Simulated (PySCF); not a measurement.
Bi(H)(SiH3)2 (BiH7Si2), SMILES [BiH]([SiH3])[SiH3].

Geometry optimised at PBE0-D3(BJ)/def2-SVP. The structure was generated by enumeration; whether it is a known compound was not checked. The def2 effective core potentials stand for the cores of Bi; spin–orbit coupling is left out.

Two levels are set side by side: TDA-PBE/def2-SVPD (PySCF) and TDA-LC-ωPBE/def2-SVPD (PySCF). Vertical, same geometry. The lowest singlet is HOMO→LUMO 61 %, HOMO−1→LUMO+1 38 % with PBE and HOMO→LUMO+2 84 % with the other functional; states are paired by order. Differences are taken from unrounded values.

```json
[
 {"quantity": "lowest singlet excitation (eV)", "TDA-PBE": "5.24"},
 {"quantity": "lowest triplet excitation (TDA) (eV)", "TDA-PBE": "4.58"},
 {"quantity": "first bright state (f over 0.05) (eV)", "TDA-PBE": "5.24"},
 {"quantity": "its oscillator strength", "TDA-PBE": "0.06"}
]
```

Q: These are the TDA-PBE values. What does TDA-LC-ωPBE give? (An estimate is asked for; the answer gives what the named calculation found.)

A: 
```tsv
quantity	TDA-LC-ωPBE	TDA-PBE minus TDA-LC-ωPBE
lowest singlet excitation (eV)	5.89	-0.65
lowest triplet excitation (TDA) (eV)	4.79	-0.21
first bright state (f over 0.05) (eV)	6.05	-0.81
its oscillator strength	0.14	-0.07
```

A lower first singlet is the usual sign of a functional without exact exchange. Differences between two approximate levels are no errors against the true value.

Rough cost on one machine, each run with all the roots and properties that it gave: TDA-LC-ωPBE against TDA-PBE about 2 times.
